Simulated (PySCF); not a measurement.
Al(Me)(NHMe)(OH) (C2H8AlNO), SMILES C[NH][Al]([OH])[CH3].

The structure is a stationary point at B3LYP-D3(BJ)/def2-SVP. The structure was generated by enumeration; whether it is a known compound was not checked. One conformer was computed; it need not be the lowest.

Two levels are set side by side: TDA-PBE/def2-SVPD (PySCF) and TDA-M06-2X/def2-SVPD (PySCF). Vertical, same geometry. The lowest singlet is HOMO→LUMO 100 % with PBE and HOMO→LUMO 88 % with the other functional; states are paired by order. Differences are taken from unrounded values.

```
quantity                               TDA-PBE
-------------------------------------  -------
lowest singlet excitation (eV)            4.42
lowest triplet excitation (TDA) (eV)      4.25
first bright state (f over 0.05) (eV)     5.94
its oscillator strength                   0.09
```

Question: These are the TDA-PBE values. What does TDA-M06-2X give? (An estimate is asked for; the answer gives what the named calculation found.)

Answer: 
| quantity | TDA-M06-2X | TDA-PBE minus TDA-M06-2X |
|---|---|---|
| lowest singlet excitation (eV) | 5.53 | -1.10 |
| lowest triplet excitation (TDA) (eV) | 5.34 | -1.09 |
| first bright state (f over 0.05) (eV) | 6.91 | -0.97 |
| its oscillator strength | 0.14 | -0.04 |

Functionals without exact exchange tend to place singlet excitations lower, as here. Differences between two approximate levels are no errors against the true value.

Rough cost on one machine, each run with all the roots and properties that it gave: TDA-M06-2X against TDA-PBE about 9 times.
